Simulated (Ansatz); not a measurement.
`FB([SiH3])C[SiH3]` + H₂ → `FBC[SiH3]` + SiH₄ at 400 K and 1 bar (hydrogenolysis of a B–Si bond).

Calculated with Ansatz (gas phase, PBE0-D4/def2-TZVP geometries, no zero-point term in ΔE). CBS: MP2 limit from def2 TZ/QZ plus the TZ coupled-cluster correction, frozen cores. This one scheme is used for every species. One conformer a species, not always the lowest.

```csv
species,CCSD(T)/CBS energy (Eh),H − E (kJ/mol),S (J/(mol·K))
`FB([SiH3])C[SiH3]`,-745.65649,258.9,434.5
H₂,-1.17544,38.0,139.0
`FBC[SiH3]`,-455.38583,206.0,354.6
SiH₄,-291.46306,96.9,218.6
```

H − E and S are ideal-gas, rigid-rotor, harmonic terms from PBE0-D4/def2-TZVP, for one conformer and one mirror image of each species. The MP2-based limit puts H₂ 0.8 mEh under its directly extrapolated value; such offsets cancel only in part. 1 Eh = 2625.50 kJ/mol, R = 8.31446 J/(mol·K).

**Question.** By hand: ΔE, ΔH, ΔS and ΔG.

**Answer.** ΔE = (-455.38583) + (-291.46306) − (-745.65649) − (-1.17544) = -0.01696 Eh = -44.5 kJ/mol. Δ(H − E) = 206.0 + 96.9 − 258.9 − 38.0 = 6.0, so ΔH = -38.5 kJ/mol. ΔS = 354.6 + 218.6 − 434.5 − 139.0 = -0.3 J/(mol·K). ΔG = -38.5 − 400 × (-0.3)/1000 = -38.4 kJ/mol.

**Question.** By hand: the equilibrium constant, and the temperature at which ΔG would vanish if ΔH and ΔS stayed fixed.

**Answer.** log₁₀ K = −ΔG/(RT ln 10) = 5.0. ΔG = 0 at ΔH/ΔS = 128333 K, far beyond where these terms or the molecules hold.

The number of gas molecules stays the same, so ΔS is small and ΔH decides. A doubt of 5 kJ/mol in ΔE shifts log₁₀ K by 0.7 here. Other conformers and mirror images would add mixing entropy, several J/(mol·K) or more a flexible species. Modes under 60 cm⁻¹, often nearly free rotors, make the harmonic entropy too high. These are equilibria of isolated gas molecules and say nothing of rates. Largest T1 diagnostic: 0.013 (customary marks: 0.02 for closed shells, 0.045 for open ones).
